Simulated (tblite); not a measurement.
C9H14Si.
Cartesian coordinates in Å at the GFN2-xTB level; atoms count from 1:
```
atom  x, y, z in Å
C1     3.406   -0.376    0.356
C2     2.236   -0.941    0.633
C3     0.940   -0.559    0.101
C4    -0.176   -1.072    0.649
C5    -1.539   -0.708    0.262
C6    -2.447   -1.861   -0.062
C7    -1.966    0.557    0.247
C8    -1.151    1.731    0.683
Si9    0.286    2.126   -0.513
C10    0.856    0.391   -1.054
H11    4.316   -0.717    0.820
H12    3.509    0.450   -0.328
H13    2.207   -1.753    1.352
H14   -0.090   -1.837    1.412
H15   -2.047   -2.434   -0.899
H16   -3.444   -1.514   -0.320
H17   -2.521   -2.535    0.792
H18   -2.982    0.765   -0.061
H19   -0.700    1.507    1.653
H20   -1.796    2.597    0.820
H21   -0.156    2.895   -1.684
H22    1.340    2.868    0.191
H23    1.801    0.425   -1.590
H24    0.104    0.015   -1.751
```

Computed values, GFN2-xTB/tblite, gas phase, harmonic and unscaled. The method is semi-empirical: single wavenumbers can be off by several per cent or more. Modes of hydrogen on silicon can be 10 to 20 % off. One conformer, not necessarily the lowest.

Harmonic wavenumbers (cm⁻¹): 63.8, 82.7, 107.0, 131.6, 149.6, 201.5, 237.6, 283.4, 325.4, 351.8, 398.5, 454.1, 457.7, 490.4, 539.8, 551.0, 609.0, 645.6, 658.7, 705.0, 760.9, 765.1, 791.4, 797.5, 814.8, 832.2, 877.2, 888.3, 917.3, 999.1, 1006.2, 1016.6, 1032.4, 1103.0, 1118.1, 1149.2, 1189.1, 1211.0, 1217.8, 1237.2, 1304.6, 1320.1, 1354.1, 1402.5, 1418.2, 1464.7, 1472.7, 1482.2, 1490.6, 1632.6, 1665.6, 1692.0, 2211.5, 2226.0, 2947.6, 2962.0, 2989.2, 3003.1, 3004.8, 3022.5, 3024.9, 3034.1, 3037.1, 3050.7, 3105.8, 3125.6.

A = 1463, B = 992.0, C = 667.0 MHz; mass 150.086 u (most abundant isotopes); point group C1, symmetry number 1.

Problem. Zero-point energy?

Solution. Half the sum of the wavenumbers: 42807 cm⁻¹ = 512.08 kJ/mol.

Problem. What is S at 200 K and 1 bar for an ideal gas of classical rigid rotors and harmonic oscillators?

Solution. Translation 163.05, rotation 121.32, vibration 86.33: S = 370.7 J/(mol K).

Problem. And Cp and H(200 K) − H(0)?

Solution. Cp = 139.13 J/(mol K), of which vibrations give 105.87 (their classical limit is 66 R = 548.8); H(200 K) − H(0) = 16.61 kJ/mol without the zero-point energy, 9.96 from vibrations.

Problem. Which modes carry the vibrational entropy at 200 K?

Solution. 63.8 cm⁻¹: 14.86; 82.7 cm⁻¹: 12.75; 107.0 cm⁻¹: 10.69; 131.6 cm⁻¹: 9.07; 149.6 cm⁻¹: 8.09; 201.5 cm⁻¹: 5.92 J/(mol K); the other 60 give 24.94 together.

Problem. What must be added to the electronic energy to get the Gibbs energy at 200 K and 1 bar?

Solution. ZPE + [H(200 K) − H(0)] − T·S = 512.08 + 16.61 − 74.14 = 454.55 kJ/mol.

Problem. How do the functions run with temperature in this model?

Solution. 
| T (K) | S (J/(mol K)) | Cp (J/(mol K)) | H − H(0) (kJ/mol) | G − H(0) (kJ/mol) | ln q(vib) |
| --- | --- | --- | --- | --- | --- |
| 150 | 335.0 | 110.5 | 10.38 | -39.88 | 2.92 |
| 250 | 404.9 | 168.9 | 24.31 | -76.93 | 5.91 |
| 298.15 | 437.1 | 197.4 | 33.13 | -97.20 | 7.41 |
| 400 | 503.2 | 253.4 | 56.15 | -145.11 | 10.66 |
| 600 | 622.9 | 337.7 | 115.81 | -257.96 | 17.11 |
| 900 | 776.4 | 418.0 | 230.20 | -468.60 | 26.40 |

q(vib) and H(0) count from the zero-point level.

Hindered rotation and anharmonicity are outside this model. Other conformers, if any are populated, would add a mixing term that is left out. The structure is chiral; the term R ln 2 for an equal mix with its mirror image is left out.

Time: 1.1 s. Hardware: one thread of an Arm Neoverse V2, shared host. The figure is for the frequency step alone.
